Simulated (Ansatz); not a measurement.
Start from `CNC1=CB1` and change one atom or group to get `O[SiH2]NC1=CB1`.

Ansatz, PBE0-D4/def2-TZVP geometries, multiplicity 1. Each molecule was computed in one conformer, which needn't be the lowest.

```
                             property  `CNC1=CB1`
  HOMO–LUMO gap (PBE/def2-TZVPP) / eV        5.36
   LUMO energy (PBE0/def2-TZVPP) / eV        0.69
  HOMO energy (B3LYP/def2-TZVPP) / eV       -6.53
   HOMO energy (PBE0/def2-TZVPP) / eV       -6.77
    HOMO energy (PBE/def2-TZVPP) / eV       -5.66
HOMO–LUMO gap (B3LYP/def2-TZVPP) / eV        6.99
```

Question: What does the change do to each property? (Estimate.)

Answer: Ansatz gave: 
```csv
property,`O[SiH2]NC1=CB1`,shift
HOMO–LUMO gap (PBE/def2-TZVPP) / eV,5.38,0.02
LUMO energy (PBE0/def2-TZVPP) / eV,-0.05,-0.74
HOMO energy (B3LYP/def2-TZVPP) / eV,-7.24,-0.71
HOMO energy (PBE0/def2-TZVPP) / eV,-7.49,-0.72
HOMO energy (PBE/def2-TZVPP) / eV,-6.38,-0.72
HOMO–LUMO gap (B3LYP/def2-TZVPP) / eV,6.93,-0.06
```

B3LYP here is the variant with VWN-RPA as its local correlation; programs differ in this.
